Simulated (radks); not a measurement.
Q: The mean radii <r> (bohr) of the occupied orbitals of an atom or ion are listed with their occupations. Method: non-relativistic Kohn-Sham, TPSS, spin-polarised, spherical densities, point nucleus; meta-GGA in the generalised Kohn-Sham scheme; computed with a radial shooting solver on a logarithmic mesh with Libxc functionals.

| orbital | occ. | <r> |
|---|---|---|
| 1s up | 1 | 0.04127 |
| 1s down | 1 | 0.04127 |
| 2s up | 1 | 0.1821 |
| 2s down | 1 | 0.1821 |
| 2p up | 3 | 0.1569 |
| 2p down | 3 | 0.1569 |
| 3s up | 1 | 0.5212 |
| 3s down | 1 | 0.5212 |
| 3p up | 3 | 0.5234 |
| 3p down | 3 | 0.5234 |
| 3d up | 5 | 0.5240 |
| 3d down | 5 | 0.5240 |
| 4s up | 1 | 1.487 |
| 4s down | 1 | 1.486 |
| 4p up | 3 | 1.731 |
| 4p down | 3 | 1.727 |
| 5s up | 1 | 5.374 |

Name the element and its charge. Open shells, if any, are filled with parallel spins first.

A: Z = 37, rubidium, charge 0: Rb in [Kr] 5s1. The 1s radius gives Z: for a bare nucleus <r> = 1.5/Z, 0.04054 bohr for Z = 37, and screening makes it slightly larger (0.04127 here). The occupations add up to 37, and the charge is Z minus that.
